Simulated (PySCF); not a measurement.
Consider `FC(F)(Cl)Br` (CBrClF2). Non-hydrogen atoms are numbered in `[F:1][C:2]([F:3])([Cl:4])[Br:5]`.

Energies: ωB97X-D3(BJ)/ma-def2-TZVP (PySCF, density fitting, integration grid level 2) on PBE0-D3(BJ)/def2-SVP structures. ωB97X-D3(BJ) is ωB97X-V with D3(BJ) in place of VV10. Zero-point and thermal terms (298.15 K, 1 bar) come from unscaled PBE0-D3(BJ)/def2-SVP harmonic frequencies, with soft modes damped to free rotors in the entropy.

Question: What are the vertical and the adiabatic ionisation energy for forming the radical cation?

Answer: 11.55 eV vertical and 11.16 eV adiabatic, the latter with zero-point energy.

Question: Where does the unpaired spin of the relaxed radical cation sit?

Answer: Br5 (bromine) 0.72, Cl4 (chlorine) 0.30 (intrinsic atomic orbital populations).

Question: How far is −ε(HOMO) from the vertical value by ΔSCF?

Answer: −ε(HOMO) = 11.38 eV, which is 0.17 eV below the ΔSCF value.

Known limits: spin-orbit coupling is left out of the energies, which matters for open shells on the heavier atoms; atoms from Ga to Kr are treated without relativity.
